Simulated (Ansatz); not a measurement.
Mulliken charges of CH₅BrO₂Si (`O[SiH2]C(O)Br`) from ωB97M-V/def2-TZVPP in Ansatz (PBE0-D4/def2-TZVP geometry).

```
atom   x (Å)   y (Å)   z (Å)  charge (e)
  O1  -1.373  -0.881   0.762      -0.394
 Si2  -0.479  -0.690  -0.607       0.382
  C3   0.867   0.576  -0.186      -0.057
  O4   1.640   0.263   0.899      -0.257
 Br5  -0.217   2.264   0.142      -0.181
  H6  -1.855  -0.100   1.049       0.192
  H7   0.141  -2.012  -0.858      -0.023
  H8  -1.252  -0.213  -1.779      -0.027
  H9   1.525   0.880  -0.998       0.169
 H10   1.086  -0.138   1.580       0.197
```

Problem. By hand: the dipole of these point charges (1 e Å = 4.8032 D).

Solution. Σ q r = (0.072, -0.272, -0.366) e Å, of length 0.462 e Å = 2.22 D.

Problem. How does the dipole of the full density compare? (Estimate.)

Solution. The calculation gave: (-0.086, -0.178, -0.063) e Å, 1.00 D; the point charges give 2.22 times that, at 47° from its direction.

Point charges leave out the atoms' own dipoles, such as those of lone pairs, and Mulliken's split depends on the basis, so the two needn't agree.
